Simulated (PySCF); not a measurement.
**Radial density of Co+ (cobalt, charge +1)**

r2SCAN, [Ar] 3d8, high-spin 3F determinant. Computed with PySCF 2.14 in cc-pVTZ (7s6p4d2f1g, 68 functions), with no relativity, point nucleus.

```json
{"r (bohr)": "0.000997", "4πr²ρ (e/bohr)": "0.1580", "4πr²(ρα − ρβ)": "0.0000"}
{"r (bohr)": "0.00168", "4πr²ρ (e/bohr)": "0.4309", "4πr²(ρα − ρβ)": "0.0000"}
{"r (bohr)": "0.00282", "4πr²ρ (e/bohr)": "1.146", "4πr²(ρα − ρβ)": "0.0000"}
{"r (bohr)": "0.00474", "4πr²ρ (e/bohr)": "2.923", "4πr²(ρα − ρβ)": "0.0000"}
{"r (bohr)": "0.00798", "4πr²ρ (e/bohr)": "6.948", "4πr²(ρα − ρβ)": "0.0001"}
{"r (bohr)": "0.0134", "4πr²ρ (e/bohr)": "14.67", "4πr²(ρα − ρβ)": "0.0002"}
{"r (bohr)": "0.0226", "4πr²ρ (e/bohr)": "25.47", "4πr²(ρα − ρβ)": "0.0004"}
{"r (bohr)": "0.0380", "4πr²ρ (e/bohr)": "32.37", "4πr²(ρα − ρβ)": "0.0009"}
{"r (bohr)": "0.0639", "4πr²ρ (e/bohr)": "27.96", "4πr²(ρα − ρβ)": "0.0035"}
{"r (bohr)": "0.107", "4πr²ρ (e/bohr)": "27.18", "4πr²(ρα − ρβ)": "0.0226"}
{"r (bohr)": "0.181", "4πr²ρ (e/bohr)": "36.47", "4πr²(ρα − ρβ)": "0.1428"}
{"r (bohr)": "0.304", "4πr²ρ (e/bohr)": "21.40", "4πr²(ρα − ρβ)": "0.6691"}
{"r (bohr)": "0.511", "4πr²ρ (e/bohr)": "16.13", "4πr²(ρα − ρβ)": "1.6479"}
{"r (bohr)": "0.860", "4πr²ρ (e/bohr)": "15.84", "4πr²(ρα − ρβ)": "1.6737"}
{"r (bohr)": "1.45", "4πr²ρ (e/bohr)": "4.430", "4πr²(ρα − ρβ)": "0.6991"}
{"r (bohr)": "2.43", "4πr²ρ (e/bohr)": "0.6683", "4πr²(ρα − ρβ)": "0.1212"}
{"r (bohr)": "4.09", "4πr²ρ (e/bohr)": "0.04344", "4πr²(ρα − ρβ)": "0.0041"}
{"r (bohr)": "6.88", "4πr²ρ (e/bohr)": "0.0005001", "4πr²(ρα − ρβ)": "0.0000"}
```
